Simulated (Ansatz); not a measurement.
Input file for AlB2H5O, SMILES `B[O][AlH][BH2]`:

```yaml
crystal:
  periodic: [false, false, false]
  atoms:
    - {symbol: B, position_ang: [-0.500297, 1.741392, -1.308665]}
    - {symbol: O, position_ang: [0.119158, 0.722006, -0.717450]}
    - {symbol: Al, position_ang: [0.894157, -0.575978, 0.044511]}
    - {symbol: B, position_ang: [-0.192327, -1.603394, 1.548447]}
    - {symbol: H, position_ang: [-1.161177, 1.545089, -2.297178]}
    - {symbol: H, position_ang: [-0.397308, 2.850093, -0.847539]}
    - {symbol: H, position_ang: [2.366625, -0.888027, -0.453773]}
    - {symbol: H, position_ang: [-0.893120, -2.546350, 1.309261]}
    - {symbol: H, position_ang: [-0.147410, -1.291231, 2.705185]}
basis:
  gaussian: {orbitals: def2-TZVPP}
correlation: {method: ccsd_t}
output: {orbitals: {seedname: orbitals}}
```

```sh
$ ansatz run in.yaml --threads 2 --pin off --events-out ev --progress --plain --max-ram 4352MiB
```

The program prints (abridged):

```
Functional definition: HF
1217 factors; integrals over basis functions are off by at most 1.2e-3 eV
mean field evaluation 1: about -10041.8915 eV, gradient 4.0e1 eV
mean field evaluation 2: about -10042.0098 eV, gradient 4.0e1 eV
mean field evaluation 4: about -10045.4818 eV, gradient 3.5e0 eV
mean field evaluation 8: about -10045.5449 eV, gradient 1.5e-1 eV
mean field -10045.54521542 eV, -369.1669775516 hartree, gradient 3.6e-6 eV, S^2 0.000000; 0 other end points of the search recorded, 0 dependent functions left out
8 core orbitals not correlated: weight in the atoms' cores, before any rotation towards them, 1.000 or more for the frozen orbitals, at most 0.000 for the correlated occupied ones
reference -10045.54521542 eV, -369.1669775516 hartree; 10, 10 occupied and 187, 187 virtual orbitals, 1217 factors
second order -13.79355837 eV of doubles, -0.00000000 eV of singles
cycle   1  -14.44073764 eV  change   -6.5e-1 eV  update   9.4e-2
cycle   2  -14.87181398 eV  change   -4.3e-1 eV  update   3.0e-2
cycle   3  -14.98273978 eV  change   -1.1e-1 eV  update   1.7e-2
cycle   4  -14.97090302 eV  change    1.2e-2 eV  update   4.7e-3
cycle   5  -14.97113392 eV  change   -2.3e-4 eV  update   2.2e-3
cycle   6  -14.97163434 eV  change   -5.0e-4 eV  update   6.8e-4
cycle   7  -14.97128032 eV  change    3.5e-4 eV  update   2.6e-4
cycle   8  -14.97128496 eV  change   -4.6e-6 eV  update   1.1e-4
cycle   9  -14.97134171 eV  change   -5.7e-5 eV  update   6.0e-5
cycle  10  -14.97132204 eV  change    2.0e-5 eV  update   3.3e-5
cycle  11  -14.97131505 eV  change    7.0e-6 eV  update   1.6e-5
perturbative correction -0.48975498 eV, -0.0179981637 hartree
Total energy: -10061.00628545 eV, -369.7351613954 hartree
```

It took 41 s on 2 threads of an Arm Neoverse V2 on a shared host, with 2.6 GiB of host memory at the peak.

The correlation energy is -15.461 eV, 3.2 % of it from (T); the T1 diagnostic reads 0.0136.
